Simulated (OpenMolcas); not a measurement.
Au4+: input and output

Au4+ among 4 point charges of -1 e arranged as a tetrahedron (Td), 1.96 Å from the ion.

Input:

```
&GATEWAY
Coord
1

Au 0.0 0.0 0.0
Basis=ANO-RCC-VDZP
Group=NoSym
NoMove
AngMom=0.0 0.0 0.0
AMFI
XField
4 Angstrom 0
1.131607 1.131607 1.131607 -1.000000
1.131607 -1.131607 -1.131607 -1.000000
-1.131607 1.131607 -1.131607 -1.000000
-1.131607 -1.131607 1.131607 -1.000000
&SEWARD
* reference wave functions (RASSCF and RASSI steps not shown): 7 electrons in 5 orbitals (5d)
>>> COPY JOB001 $Project.JobIph
&CASPT2
Multistate=10 1 2 3 4 5 6 7 8 9 10
NoMult
Frozen=23
IPEA=0.25
Imaginary=0.1
MaxIter=60
WThr=0.0 0.3 0.05
PrWF=0.5
NoMix
>>> COPY JOB002 $Project.JobIph
&CASPT2
Multistate=40 1 2 3 4 5 6 7 8 9 10 11 12 13 14 15 16 17 18 19 20 21 22
23 24 25 26 27 28 29 30 31 32 33 34 35 36 37 38 39 40
NoMult
Frozen=23
IPEA=0.25
Imaginary=0.1
MaxIter=60
WThr=0.0 0.3 0.05
PrWF=0.5
NoMix
```

Launched by
```bash
OMP_NUM_THREADS=1 MOLCAS_MEM=1689 MOLCAS_PROJECT=a pymolcas a.inp > a.log  # once for each step of the input, in one work folder
```

Output, cut to the results:

```
--- CASPT2 ---
Orbital specifications:
      -----------------------

      Symmetry species                           1
                                                 a
      Frozen orbitals                           23
      Inactive orbitals                         11
      Active orbitals                            5
      Secondary orbitals                        20
      Deleted orbitals                           0
      Number of basis functions                 59
Type of calculation                        SS-CASPT2
      Fock operator                              state-specific
      IPEA shift                                 0.25
      Real shift                                 0.00
      Imaginary shift                            0.10
      The input orbitals will be transformed to quasi-canonical
Reference energy:      -18994.1773122626
      E2 (Non-variational):      -0.2469340084
      Shift correction:          -0.0000994274
      E2 (Variational):          -0.2470334358
      Total energy:          -18994.4243456984
      Residual norm:              0.0000004100
      Reference weight:           0.95549
      Contributions to the CASPT2 correlation energy
      Active & Virtual Only:         -0.0904304982
      One Inactive Excited:          -0.1001121286
      Two Inactive Excited:          -0.0563913816
Reference energy:      -18994.1689589877
      E2 (Non-variational):      -0.2480733464
      Shift correction:          -0.0001048998
      E2 (Variational):          -0.2481782462
      Total energy:          -18994.4171372339
      Residual norm:              0.0000004372
      Reference weight:           0.95477
      Contributions to the CASPT2 correlation energy
      Active & Virtual Only:         -0.0912482181
      One Inactive Excited:          -0.1002638493
      Two Inactive Excited:          -0.0565612790
::    CASPT2 Root  1     Total energy: -18994.42434570
::    CASPT2 Root  2     Total energy: -18994.41713723
::    CASPT2 Root  3     Total energy: -18994.41744591
::    CASPT2 Root  4     Total energy: -18994.41761200
::    CASPT2 Root  5     Total energy: -18994.40921501
::    CASPT2 Root  6     Total energy: -18994.40928058
::    CASPT2 Root  7     Total energy: -18994.41003753
::    CASPT2 Root  8     Total energy: -18994.35640957
::    CASPT2 Root  9     Total energy: -18994.35640954
::    CASPT2 Root 10     Total energy: -18994.35643075
--- CASPT2 ---
Orbital specifications:
      -----------------------

      Symmetry species                           1
                                                 a
      Frozen orbitals                           23
      Inactive orbitals                         11
      Active orbitals                            5
      Secondary orbitals                        20
      Deleted orbitals                           0
      Number of basis functions                 59
Type of calculation                        SS-CASPT2
      Fock operator                              state-specific
      IPEA shift                                 0.25
      Real shift                                 0.00
      Imaginary shift                            0.10
      The input orbitals will be transformed to quasi-canonical
Reference energy:      -18994.0988220628
      E2 (Non-variational):      -0.2531902029
      Shift correction:          -0.0001104124
      E2 (Variational):          -0.2533006153
      Total energy:          -18994.3521226780
      Residual norm:              0.0000002352
      Reference weight:           0.95350
      Contributions to the CASPT2 correlation energy
      Active & Virtual Only:         -0.0934461957
      One Inactive Excited:          -0.1017460629
      Two Inactive Excited:          -0.0579979443
Reference energy:      -18994.0988220628
      E2 (Non-variational):      -0.2528177733
      Shift correction:          -0.0001078683
      E2 (Variational):          -0.2529256416
      Total energy:          -18994.3517477044
      Residual norm:              0.0000002341
      Reference weight:           0.95374
      Contributions to the CASPT2 correlation energy
      Active & Virtual Only:         -0.0933477454
      One Inactive Excited:          -0.1014679903
      Two Inactive Excited:          -0.0580020376
::    CASPT2 Root  1     Total energy: -18994.35212268
::    CASPT2 Root  2     Total energy: -18994.35174770
::    CASPT2 Root  3     Total energy: -18994.35111390
::    CASPT2 Root  4     Total energy: -18994.35112632
::    CASPT2 Root  5     Total energy: -18994.35109572
::    CASPT2 Root  6     Total energy: -18994.35060727
::    CASPT2 Root  7     Total energy: -18994.34786209
::    CASPT2 Root  8     Total energy: -18994.34774280
::    CASPT2 Root  9     Total energy: -18994.34787858
::    CASPT2 Root 10     Total energy: -18994.33253208
::    CASPT2 Root 11     Total energy: -18994.33263581
::    CASPT2 Root 12     Total energy: -18994.33262684
::    CASPT2 Root 13     Total energy: -18994.32851846
::    CASPT2 Root 14     Total energy: -18994.32840437
::    CASPT2 Root 15     Total energy: -18994.32851898
::    CASPT2 Root 16     Total energy: -18994.32501778
::    CASPT2 Root 17     Total energy: -18994.32499526
::    CASPT2 Root 18     Total energy: -18994.32673304
::    CASPT2 Root 19     Total energy: -18994.32642265
::    CASPT2 Root 20     Total energy: -18994.32650644
::    CASPT2 Root 21     Total energy: -18994.32227053
::    CASPT2 Root 22     Total energy: -18994.32251803
::    CASPT2 Root 23     Total energy: -18994.32229086
::    CASPT2 Root 24     Total energy: -18994.32118849
::    CASPT2 Root 25     Total energy: -18994.32118686
::    CASPT2 Root 26     Total energy: -18994.32089926
::    CASPT2 Root 27     Total energy: -18994.31526941
::    CASPT2 Root 28     Total energy: -18994.31550384
::    CASPT2 Root 29     Total energy: -18994.27106774
::    CASPT2 Root 30     Total energy: -18994.26954141
```

Spin-orbit levels above the lowest (labels of Td), with the averaged single-state CASPT2 energies on the diagonal:

```tsv
E (cm-1)	Degeneracy	Label	2S+1	g
0	4	Γ8	4 (83 %)	
830	4	Γ8	4 (81 %)	
1240	2	Γ6	4 (79 %)	4.60 4.60 4.60
12550	4	Γ8	4 (54 %)	
13320	2	Γ6	4	2.75 2.75 2.75
13470	2	Γ7	4	3.51 3.51 3.51
13990	4	Γ8	4 (79 %)	
14400	2	Γ7	4 (68 %)	1.72 1.72 1.72
14550	4	Γ8	4 (64 %)	
21830	4	Γ8	4 (81 %)	
22810	4	Γ8	4	
23020	2	Γ6	2 (81 %)	3.95 3.95 3.95
23360	4	Γ8	2 (79 %)	
23770	2	Γ7	4	2.45 2.45 2.45
24250	4	Γ8	2 (85 %)	
27300	2	Γ6	4 (65 %)	1.98 1.98 1.98
30400	4	Γ8	2	
30880	2	Γ7	2	3.94 3.94 3.94
31310	2	Γ6	2	3.69 3.69 3.69
31460	4	Γ8	2
```

Roots that are degenerate in the reference are averaged as groups; the widest CASPT2 spread within a group is 180 cm-1 (the 3-fold group of multiplicity 4 near 3260 cm-1 above the lowest state of its run). Shifts and gaps below about the spread of the groups concerned are not significant. Spin-orbit coupling mixes the spin-free states strongly: the lowest level takes only 39 % from its leading state, 4T2, which lies 1525 cm-1 above the lowest spin-free state. The ground term spreads over less than 5000 cm-1, several times less than with real ligands, so orbital moments are less quenched and χT lies further from the spin-only value than at real sites. Free-ion shares, where given, are those of the reference states; single-state CASPT2 does not remix them. This is an electrostatic model: the charges have no orbitals. No measured value stands beside these numbers.
